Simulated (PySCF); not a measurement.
The dipole of `[SiH3][SiH2]P[SiH2]c1ccco1` from its density and from atomic charges.

Coordinates (GFN2-xTB, Å) and charges (e) from the PBE0/pcSseg-1 density (PySCF):

```csv
atom,x,y,z,Mulliken,IAO,Hirshfeld,ESP-fitted
Si1,-2.085,1.804,-1.038,+0.2083,+0.2937,+0.2088,+0.2352
Si2,-2.051,0.432,0.828,+0.1007,+0.2741,+0.1809,+0.2333
P3,-2.045,-1.737,0.236,-0.3550,-0.2198,-0.0807,-0.4332
Si4,-0.054,-1.976,-0.743,+0.5129,+0.5784,+0.2731,+0.3896
C5,1.245,-0.816,-0.043,-0.0588,-0.1362,-0.0495,-0.1613
C6,2.400,-0.992,0.669,-0.1422,-0.2018,-0.0814,-0.1911
C7,2.914,0.297,0.941,-0.1557,-0.2226,-0.0862,-0.1733
C8,2.035,1.171,0.378,+0.1737,+0.0107,+0.0161,-0.1894
O9,1.029,0.512,-0.214,-0.3907,-0.2293,-0.0385,+0.0565
H10,-3.094,1.385,-2.016,-0.0476,-0.0933,-0.0720,-0.0578
H11,-2.440,3.168,-0.632,-0.0560,-0.0968,-0.0758,-0.0906
H12,-0.818,1.900,-1.764,-0.0421,-0.0865,-0.0733,-0.0836
H13,-3.264,0.530,1.656,-0.0139,-0.0881,-0.0762,-0.0571
H14,-0.952,0.691,1.774,-0.0204,-0.0940,-0.0812,-0.0694
H15,-1.644,-2.202,1.469,+0.0870,+0.0057,-0.0074,+0.1635
H16,0.414,-3.348,-0.544,-0.0555,-0.0976,-0.0665,-0.0598
H17,-0.249,-1.660,-2.160,-0.0320,-0.1070,-0.0736,-0.0601
H18,2.829,-1.929,0.957,+0.0867,+0.1672,+0.0584,+0.1801
H19,3.807,0.539,1.480,+0.0938,+0.1694,+0.0594,+0.1734
H20,2.017,2.242,0.331,+0.1067,+0.1737,+0.0654,+0.1950
```

Question: Form Σ q r in debye for every column and set it beside the full dipole.

Answer: The full density gives (2.05, 0.54, 0.92) D, 2.31 D in size; dipole vectors point from the negative to the positive end.

```json
{"scheme": "Mulliken", "μx": "0.88", "μy": "-0.03", "μz": "-0.27", "size (D)": "0.92", "share of the full size (%)": "40", "angle to the full dipole (°)": "44"}
{"scheme": "IAO", "μx": "0.70", "μy": "-0.17", "μz": "0.03", "size (D)": "0.72", "share of the full size (%)": "31", "angle to the full dipole (°)": "35"}
{"scheme": "Hirshfeld", "μx": "0.71", "μy": "0.01", "μz": "-0.03", "size (D)": "0.72", "share of the full size (%)": "31", "angle to the full dipole (°)": "29"}
{"scheme": "ESP-fitted", "μx": "1.97", "μy": "0.50", "μz": "0.91", "size (D)": "2.22", "share of the full size (%)": "96", "angle to the full dipole (°)": "1"}
```

Question: Which set comes closest?

Answer: Length of the difference vector: ESP-fitted 0.09 D, Hirshfeld 1.72 D, Mulliken 1.76 D, IAO 1.77 D. Closest: ESP-fitted. The schemes that divide the density aren't constrained to reproduce the dipole.

Question: What is left for the Hirshfeld atoms' own dipoles?

Answer: The Hirshfeld atoms' densities add up to the full density, so μ = Σ q r + Σ (atomic dipoles). The atomic dipoles sum to (2.05, 0.54, 0.92) − (0.71, 0.01, -0.03) = (1.34, 0.53, 0.95) D, 1.72 D in size.

Question: With the origin at the mean of the coordinates, (0.000, 0.001, 0.078) Å, which are the largest single terms, by size, of the ESP-fitted dipole along the direction of the full one?

Answer: P3 +4.49, H19 +3.38, C7 -2.50, H20 +2.26, Si1 -2.12 D; all 20 atoms together +2.22 D. The single terms depend on the origin, their sum doesn't.

Question: Give the size of the full dipole in other units.

Answer: 2.31 D = 0.908 au = 0.481 e·Å = 7.70 × 10⁻³⁰ C·m.

The structure is a single GFN2-xTB conformer in the gas phase; no vibrational or solvent corrections. GFN2-xTB frequencies show an imaginary mode (51i cm⁻¹), so this geometry is no minimum at that level.

The values belong to the conformer `[SiH3:1][SiH2:2][PH:3][SiH2:4][c:5]1[cH:6][cH:7][cH:8][o:9]1`: Si1–Si2–P3–Si4 67°, Si2–P3–Si4–C5 30°, P3–Si4–C5–C6 114°.
